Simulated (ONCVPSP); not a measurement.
u(r) = r·R(r): atom against pseudo-atom (iridium (Ir))

Columns: radius, all-electron u(r) and pseudo u(r) of the 5d shell (level -8.93 eV) of iridium in the configuration [Kr] 4d10 4f14 5s2 5p6 5d7 6s1 6p1; PBE, scalar-relativistic, ONCV scheme, ONCVPSP 4.0.1.

```json
{"r (bohr)": "0.098", "all-electron": "0.2566", "pseudo": "0.0020"}
{"r (bohr)": "0.195", "all-electron": "0.0202", "pseudo": "0.0149"}
{"r (bohr)": "0.292", "all-electron": "-0.3168", "pseudo": "0.0475"}
{"r (bohr)": "0.390", "all-electron": "-0.3835", "pseudo": "0.1055"}
{"r (bohr)": "0.488", "all-electron": "-0.2358", "pseudo": "0.1886"}
{"r (bohr)": "0.585", "all-electron": "-0.0044", "pseudo": "0.2907"}
{"r (bohr)": "0.682", "all-electron": "0.2316", "pseudo": "0.4041"}
{"r (bohr)": "0.780", "all-electron": "0.4368", "pseudo": "0.5198"}
{"r (bohr)": "0.878", "all-electron": "0.5961", "pseudo": "0.6266"}
{"r (bohr)": "0.975", "all-electron": "0.7087", "pseudo": "0.7151"}
{"r (bohr)": "1.072", "all-electron": "0.7820", "pseudo": "0.7809"}
{"r (bohr)": "1.170", "all-electron": "0.8233", "pseudo": "0.8219"}
{"r (bohr)": "1.268", "all-electron": "0.8393", "pseudo": "0.8390"}
{"r (bohr)": "1.365", "all-electron": "0.8363", "pseudo": "0.8364"}
{"r (bohr)": "1.463", "all-electron": "0.8197", "pseudo": "0.8197"}
{"r (bohr)": "1.560", "all-electron": "0.7939", "pseudo": "0.7939"}
{"r (bohr)": "1.658", "all-electron": "0.7615", "pseudo": "0.7615"}
{"r (bohr)": "1.755", "all-electron": "0.7257", "pseudo": "0.7257"}
{"r (bohr)": "1.852", "all-electron": "0.6878", "pseudo": "0.6878"}
{"r (bohr)": "1.950", "all-electron": "0.6486", "pseudo": "0.6486"}
{"r (bohr)": "2.047", "all-electron": "0.6100", "pseudo": "0.6100"}
{"r (bohr)": "2.145", "all-electron": "0.5717", "pseudo": "0.5717"}
{"r (bohr)": "2.242", "all-electron": "0.5349", "pseudo": "0.5349"}
{"r (bohr)": "2.340", "all-electron": "0.4993", "pseudo": "0.4993"}
{"r (bohr)": "2.438", "all-electron": "0.4653", "pseudo": "0.4653"}
{"r (bohr)": "2.535", "all-electron": "0.4334", "pseudo": "0.4334"}
```

(1) How many radial nodes do the two functions have?

(2) At about which radius was the pseudo-wave matched?

(3) Where does each function peak?

(4) Is the pseudo-wave norm-conserving?

Answers

(1) The all-electron 5d function has n − l − 1 = 2; the pseudo-wave has 0, since the states of the same l below it are removed with the core.

(2) 1.50 bohr. The columns agree to 0.0005 from 1.27 bohr on; several derivatives are matched, so the curves merge somewhat inside the radius.

(3) Outermost all-electron maximum near 1.27 bohr, pseudo maximum near 1.27 bohr (to the table’s step).

(4) Yes: the ONCV scheme keeps the norm inside the radius equal to the all-electron one, which fixes the energy derivative of the logarithmic derivative at the level.
